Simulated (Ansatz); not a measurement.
A nudged elastic band was laid between two geometries of C₂H₆FInO (11 atoms, charge 0, multiplicity 1).

Method: RKS r2SCAN/def2-SVP in Ansatz 0.2.0.

```yaml
movable_images: 7
climbing_image: yes
spring: 5.0 eV/Å²
optimiser: quadratic models (default)
start_path: through a guess of the saddle point
force_threshold: 0.03 eV/Å
iteration_limit: 43
end_points: relaxed
```

Initial state:

```xyz
11
Properties=species:S:1:pos:R:3
C -0.515 -0.472 -1.500
C 0.431 0.254 -0.570
F 0.012 1.587 -0.438
In 0.510 -0.501 1.502
O -0.138 0.963 2.721
H -1.540 -0.509 -1.098
H -0.173 -1.507 -1.662
H -0.558 0.032 -2.481
H 1.449 0.279 -1.000
H 0.931 -1.930 2.356
H -0.344 1.747 2.191
```

Final state:

```xyz
11
Properties=species:S:1:pos:R:3
C -0.502 -0.407 -1.560
C 0.449 0.102 -0.506
F -0.215 1.232 0.140
In 0.991 -1.554 1.111
O 0.424 0.378 2.464
H -1.410 -0.860 -1.122
H -0.001 -1.191 -2.155
H -0.831 0.384 -2.261
H 1.335 0.557 -0.989
H -0.240 0.364 3.166
H 0.065 0.937 1.732
```

Problem. What changes between the two ends?

Solution. Bonds broken: In4–H10. Bonds formed: O5–H10.

Problem. What energy profile does the band end with?

Solution. The run converged. The highest image is number 4 of 0 to 8, 1.71 eV above the first end and 2.19 eV above the last; the last end lies 0.49 eV below the first. A structure lower than the last end lies on the path between it and the top, so the climb from that side starts below the end, which may itself be a saddle point or a shallow side well. Neighbouring images differ by up to 1.9 eV, so the band resolves the path poorly. A vibrational analysis at the climbing image gives one clearly imaginary mode, 1042i cm⁻¹: a first-order saddle point. The orbitals stay closed-shell, which can raise the energy where a bond breaks towards radicals; this wasn't checked here.

| image | path coordinate (Å) | energy (eV) | In4–H10 (Å) | O5–H10 (Å) |
| --- | --- | --- | --- | --- |
| 0 | 0.00 | 0.00 | 1.72 | 3.11 |
| 1 | 1.48 | 0.02 | 1.72 | 3.07 |
| 2 | 2.96 | 0.04 | 1.72 | 3.06 |
| 3 | 4.43 | 0.18 | 1.70 | 2.75 |
| 4 | 5.91 | 1.71 | 1.77 | 1.65 |
| 5 | 7.47 | -0.16 | 3.09 | 0.97 |
| 6 | 9.02 | -0.28 | 3.06 | 0.97 |
| 7 | 10.58 | -0.49 | 3.07 | 0.97 |
| 8 | 12.14 | -0.49 | 3.07 | 0.97 |

Problem. What is the geometry of the highest image?

Solution. 
```xyz
11
Properties=species:S:1:pos:R:3
C -0.530 -0.189 -1.212
C 0.900 0.163 -0.903
F 1.090 1.543 -1.052
In 1.219 -0.087 1.298
O -0.812 0.242 2.065
H -1.217 0.177 -0.427
H -0.640 -1.284 -1.280
H -0.835 0.249 -2.179
H 1.627 -0.352 -1.550
H 0.572 0.032 2.936
H -1.310 -0.551 2.325
```

Time of the run: 12 min on 2 threads of Intel(R) Xeon(R) Platinum 8259CL CPU @ 2.50GHz (Skylake/Cascade Lake), with other jobs on the host, peak memory 0.21 GiB.
